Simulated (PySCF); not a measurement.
## Vibration and rotation of CdIn⁺

RHF-CCSD(T) constants of CdIn⁺, ¹Σ⁺ (singlet), closed shell (PySCF, scalar-relativistic core potentials, basis sets Cd def2-SVP with ECP28, In def2-SVP with ECP28; masses 113.9034 and 114.9039 u):

| Item | Value |
| --- | --- |
| ωe | 78.7 cm⁻¹ |
| ωexe | 0.462 cm⁻¹ |
| Be | 0.028124 cm⁻¹ |
| αe | 0.000180 cm⁻¹ |
| D (centrifugal) | 1.44e-08 cm⁻¹ |
| De to Cd + In⁺ | 0.451 eV |

Give the band origin of the fundamental and the first lines of its P and R branches.

ν0 = ωe − 2ωexe = 77.8 cm⁻¹, B0 = 0.028034, B1 = 0.027854 cm⁻¹.

| J″ | P(J″) − ν0 | R(J″) − ν0 |
| --- | --- | --- |
| 0 |  | 0.056 |
| 1 | -0.056 | 0.111 |
| 2 | -0.112 | 0.166 |
| 3 | -0.169 | 0.221 |
| 4 | -0.226 | 0.275 |
| 5 | -0.284 | 0.329 |
| 6 | -0.342 | 0.382 |

Near which J would the R branch turn back, without centrifugal distortion?

At J ≈ (B0 + B1)/(2(B0 − B1)) − 1 ≈ 150.

Correlated steps freeze 4 core orbitals. Correlated levels converge slowly with the basis: in double zeta they bind strong bonds too weakly, by up to about 1 eV, and carry superposition errors of some tenths. Spin–orbit coupling is left out. For an ion De counts to the pair picked by the measured ionisation energies or electron affinities, which need not be the lowest pair at this level.
